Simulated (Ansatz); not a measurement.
`O=C=[N][Ti]([F])([F])[F]` at its PBE0-D4/def2-TZVP geometry, where that method's forces vanish. Charge 0, multiplicity 1.

```csv
atom,x (Å),y (Å),z (Å)
O1,2.202,-0.400,2.242
C2,1.393,-0.258,1.425
N3,0.551,-0.110,0.576
Ti4,-0.735,0.134,-0.749
F5,-0.103,-0.399,-2.281
F6,-1.152,1.821,-0.853
F7,-2.158,-0.789,-0.359
```

**Question.** For each bond, give half the difference of the two atoms' forces along it (eV/Å; positive pushes the atoms apart) under PBE-D4, r2SCAN-D4, B3LYP-D4, ωB97M-V in def2-TZVPP. (Estimate.)

**Answer.** Computed: 
| bond | length (Å) | PBE-D4 | r2SCAN-D4 | B3LYP-D4 | ωB97M-V |
| --- | --- | --- | --- | --- | --- |
| O1–C2 | 1.159 | 1.06 | 0.43 | 0.27 | 0.00 |
| C2–N3 | 1.205 | 0.06 | -0.10 | -0.14 | 0.02 |
| N3–Ti4 | 1.862 | -0.42 | -0.05 | -0.03 | 0.00 |
| Ti4–F5 | 1.741 | 0.39 | 0.17 | 0.25 | 0.06 |
| Ti4–F6 | 1.741 | 0.39 | 0.17 | 0.25 | 0.06 |
| Ti4–F7 | 1.741 | 0.38 | 0.17 | 0.25 | 0.06 |

B3LYP here is the variant with VWN-RPA as its local correlation; programs differ in this.
